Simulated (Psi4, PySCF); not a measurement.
Input for Psi4:
```
memory 2 GB

molecule {
0 2
C    -0.70328622    0.48630277   -0.88252473
C     0.07387048   -0.40029045   -0.18042983
C     0.63816603   -0.13342848    1.04158185
H    -1.12509080    0.23342954   -1.83772780
H    -0.91271143    1.46671349   -0.49178054
H     0.25362475   -1.37434554   -0.61948251
H     1.24062671   -0.85949723    1.55552949
H     0.49104907    0.81819674    1.52169761
}

set {
  basis 6-311g**
  reference uhf
  scf_type pk
  puream true
  d_convergence 1e-8
}

energy('scf')
print_variables()
```

### Question
Give the equivalent PySCF input.

### Answer
This is not unique; one that fits is 
```python
from pyscf import gto, scf

mol = gto.M(
    atom='''
C    -0.703286    0.486303   -0.882525
C     0.073870   -0.400290   -0.180430
C     0.638166   -0.133428    1.041582
H    -1.125091    0.233430   -1.837728
H    -0.912711    1.466713   -0.491781
H     0.253625   -1.374346   -0.619483
H     1.240627   -0.859497    1.555529
H     0.491049    0.818197    1.521698
''',
    basis='6-311g**',
    charge=0,
    spin=1,
    verbose=3,
)

mf = scf.UHF(mol)
mf.kernel()
```

Both were run: Psi4 gave -116.498118 Eh and PySCF -116.498118 Eh, 0.000 mEh apart.
